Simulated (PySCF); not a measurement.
# How the method moves the HOMO and LUMO of `CC(C)(C)S(C)(=O)=O`

C5H12O2S.
Numbering: `[CH3:1][C:2]([CH3:3])([CH3:4])[S:5]([CH3:6])(=[O:7])=[O:8]` (hydrogens: H9, H10, H11 on C1; H12, H13, H14 on C3; H15, H16, H17 on C4; H18, H19, H20 on C6)

Geometry (PBE0-D3(BJ)/def2-SVP, Å), atoms numbered from 1 in this order:
```xyz
20
C5H12O2S angstrom
C     -1.275   -0.907    0.937
C     -0.232   -0.147    0.120
C     -0.434    1.358    0.230
C     -0.193   -0.638   -1.320
S      1.353   -0.596    0.940
C      2.656    0.259    0.064
O      1.322   -0.047    2.298
O      1.565   -2.030    0.733
H     -1.085   -1.989    0.903
H     -1.260   -0.583    1.987
H     -2.274   -0.710    0.520
H      0.281    1.918   -0.391
H     -1.445    1.615   -0.121
H     -0.333    1.687    1.274
H      0.077   -1.703   -1.359
H      0.523   -0.068   -1.933
H     -1.188   -0.512   -1.775
H      3.567   -0.040    0.598
H      2.514    1.343    0.139
H      2.700   -0.083   -0.977
```

Basis pcSseg-1 throughout (PySCF), one geometry. Geometry: PBE0-D3(BJ)/def2-SVP; no solvent, vibrations or thermal averaging.

Question: How do the orbital energies, the gap and the dipole change with the method?

Answer: 
```csv
method,kind,HOMO (eV),LUMO (eV),gap (eV),μ (D),SCF cycles
PBE,GGA,-6.55,0.10,6.66,4.28,16
KT3,GGA,-6.65,0.00,6.65,4.25,16
B97-2,global hybrid,-7.69,0.95,8.65,4.59,14
B3LYP,global hybrid,-7.72,0.60,8.32,4.58,14
PBE0,global hybrid,-7.96,0.92,8.87,4.61,14
BHandHLYP,global hybrid,-9.27,1.59,10.86,4.90,13
wB97X-D,range-separated hybrid,-9.82,2.70,12.52,4.72,14
HF,Hartree–Fock,-11.32,3.76,15.08,5.30,10
```

The HOMO spans 4.77 eV, from PBE down to HF, and the gap runs from 6.65 eV (KT3) to 15.08 eV (HF). Over the methods PBE (0 %), KT3 (0 %), B97-2 (21 %), B3LYP (20 %), PBE0 (25 %), BHandHLYP (50 %), HF (100 %), a straight line through the gap against the share of exact exchange rises by 0.84 eV for each 10 % (correlation coefficient 1.000). The dipole ranges from 4.25 D (KT3) to 5.30 D (HF). This basis has no diffuse functions.

The vertical ΔSCF ionisation energy at wB97X-D/def2-SVPD is 10.04 eV; −ε(HOMO) comes closest to it with wB97X-D (9.82 eV).
